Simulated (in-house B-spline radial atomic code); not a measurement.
Values are calculated unless marked as measured or tabulated.
## Nb in an electron gas of r_s = 1.65: phase shifts, screening and friction

A nucleus sits in a uniform electron gas with a rigid positive background. The Kohn-Sham equations are solved self-consistently in the spin-unpolarised LDA (PW92), non-relativistic, on B-splines with outgoing waves at the boundary and partial waves to l = 8. The model has no lattice, no bands and no magnetic solution. Atomic units; δ_l are the phase shifts at the Fermi level, counted so that each bound state adds π, and good to about 0.0005.

The density parameter is r_s = 1.65 bohr.

| l | δ_l (rad) |
| --- | --- |
| 0 | 11.2716 |
| 1 | 8.8221 |
| 2 | 5.0378 |
| 3 | 0.1512 |
| 4 | 0.0322 |
| 5 | 0.0076 |
| 6 | 0.0018 |
| 7 | 0.0002 |
| 8 | -0.0001 |

Bound levels below the band bottom (hartree): s -14.57, p -11.73, d -6.513, s -1.323, p -0.5667 and deeper ones.

(1) Check the Friedel sum rule, and say where the screening charge sits.

(2) Find the transport cross section and the electronic stopping of a 5 keV Nb ion (mass 92.91 u).

Results:

(1) k_F = (9π/4)^(1/3)/r_s = 1.16313. The rule is Z = (2/π) Σ (2l + 1) δ_l. The terms are s 7.176, p 16.849, d 16.036, f 0.674 and 0.253 beyond, in all 40.988 against Z = 41. Bound states hold 8 s, 18 p, 10 d electrons, so the scattering states carry 4.99 in all; where a term is smaller than its bound count, the bound level has drawn weight out of the band.

(2) σ_tr = (4π/k_F²) Σ (l + 1) sin²(δ_l − δ_(l+1)). The terms for l = 0 to 3 are 0.4072, 0.7185, 2.9099, 0.0564, all together 4.0952, so σ_tr = 9.289 × 4.0952 = 38.039 bohr². With n = 3/(4π r_s³) = 0.05314, the friction coefficient is Q = n k_F σ_tr = 2.3514. For v well below v_F = 1.163, dE/dx = Q v; with 24801 eV per u at v = 1, v = √(5000/(24801 × 92.91)) = 0.0466, so dE/dx = 0.10953 hartree/bohr = 56.3 eV/nm. The largest term couples the d and f waves.
